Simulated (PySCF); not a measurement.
SMILES COB(C)S at its PBE0/def2-SVP optimised geometry (Å):

```
12

B      0.2652     0.0118     0.0000
C      1.8374     0.0118     0.0000
H      2.2331     1.0378     0.0058
H      2.2348    -0.5082    -0.8870
H      2.2353    -0.5189     0.8804
O     -0.3927     1.1939     0.0000
C     -1.7927     1.3086    -0.0003
H     -2.2353     0.8343     0.8922
H     -2.0524     2.3764     0.0030
H     -2.2343     0.8400    -0.8962
S     -0.7252    -1.5328    -0.0002
H      0.3267    -2.3764     0.0000
```

Method: PBE0/def2-TZVP (PySCF).

Map of the electrostatic potential (hartree/e), clipped to [-0.08, 0.12] on the plane z = 1.0 Å:

```
|:::::::::::::::::::::::::::::|
|:::::--::::::::::::::::::::::|
|:::------::::::..::::::::::::|
|::--------::::.....::::::::::|
|::--------:::.......:::::::::|
|:------==--:........:::::::::|
|:-----====-:..   ...:::::::::|
|------==+==:.    ...:::::::::|
|-----==+**+-:    ..::::::::::|
|-----+*@@@#+-:   ..::--::::::|
|----=#@@@@%*=-:.::::---::::::|
|:---+@@@@@%*++===------::::::|
|:---+@@@@@*++*#%#+=++=-::::::|
|::--=#@@@#++*%@@@#*%%#+-:::::|
|:::--=+**+=+*@@@@%#@@@@+-::::|
|::::------==*@@@@#*@@@@%=::::|
|::::::::--=**#%@#++@@@@@=-:::|
|:::::::::=*@@@#++==#@@@#=-:::|
|:::::...:=@@@@%+=--=*#*=-::::|
|::::....:=@@@@%+----===--::::|
|::::.....-#@@@#+=--------::::|
|:::......:=#%#*+==------:::::|
|:::.......-====++==-----:::::|
|::::......::--=====-----:::::|
|::::......:::--===-----::::::|
|:::::....::::----------::::::|
|::::::::::::::--------:::::::|
|:::::::::::::::-------:::::::|
|::::::::::::::::----:::::::::|
```
Scale: ten equal steps from -0.041 (start of ' ') to 0.120 (end of '@'), in the order ' .:-=+*#%@'; x runs from -4.50 to 4.50, y from -4.50 (bottom) to 4.50 (top).
